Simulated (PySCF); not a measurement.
C₃H₆F₂Si, SMILES FC(F)=CC[SiH3].

Geometry: PBE0-D3(BJ)/def2-SVP. The structure was generated by enumeration, and PubChem lists no compound with its InChIKey, so it may never have been made. One conformer was computed; it need not be the lowest.

Level of theory: SMD-PBE0/6-31G* (PySCF).

Solvation free energies are E(SMD) − E(gas) at the gas-phase geometry, for 1 M in both phases. In vacuum the dipole moment is 1.10 D.

```csv
solvent,ΔG(solv) (kcal/mol),its non-electrostatic (CDS) part,dipole (D)
water,2.9,5.0,1.49
cyclohexanone,-0.6,1.2,1.46
chloroform,-1.7,-0.3,1.37
```
